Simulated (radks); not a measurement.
Coulomb parameter of the 3d shell of the chromium ion Cr+ in the model configuration [Ar] 3d3 4p2, as a second difference U = [E(n + 0.5) + E(n - 0.5) - 2 E(n)] / (0.5)^2 with all orbitals relaxed. "Bare": the charge of the atom changes with n. "Screened": the 4p shell takes up the change at fixed total charge, which measures U(3d,3d) + U(4p,4p) - 2 U(3d,4p). Method: Dirac Kohn-Sham, PBE, spin-unpolarised, spherical densities, point nucleus; open shells are shared between the two j in proportion to 2j + 1; computed with a radial shooting solver on a logarithmic mesh with Libxc functionals.

| case | configuration | E - E(n) (eV) |
|---|---|---|
| start | [Ar] 3d3 4p2 | 0.000 |
| bare +0.5 | [Ar] 3d3.5 4p2 | -8.909 |
| bare -0.5 | [Ar] 3d2.5 4p2 | 12.492 |
| screened +0.5 | [Ar] 3d3.5 4p1.5 | -5.352 |
| screened -0.5 | [Ar] 3d2.5 4p2.5 | 6.611 |

U(bare) = 14.329 eV, U(screened by 4p) = 5.038 eV.
